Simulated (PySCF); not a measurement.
A structure optimised at B3LYP-D3(BJ)/def2-SVP, used in a PySCF frequency run:

```
B
C 1 1.5655
H 2 1.0996 1 114.23
H 2 1.1021 3 109.94 1 127.55
H 2 1.1084 3 106.87 4 114.69
C 1 1.5655 2 123.36 3 155.05
H 6 1.0996 1 114.23 2 155.05
H 6 1.1021 7 109.94 1 127.55
H 6 1.1084 7 106.87 8 114.69
Cl 1 1.7824 2 118.32 3 -24.95
```
Charge 0, spin multiplicity 1.

Write its SMILES, formula and point group.

CB(C)Cl, C2H6BCl, C2

What are its rotational constants (standard atomic weights)?

7.4897, 4.3474, 2.8472 GHz
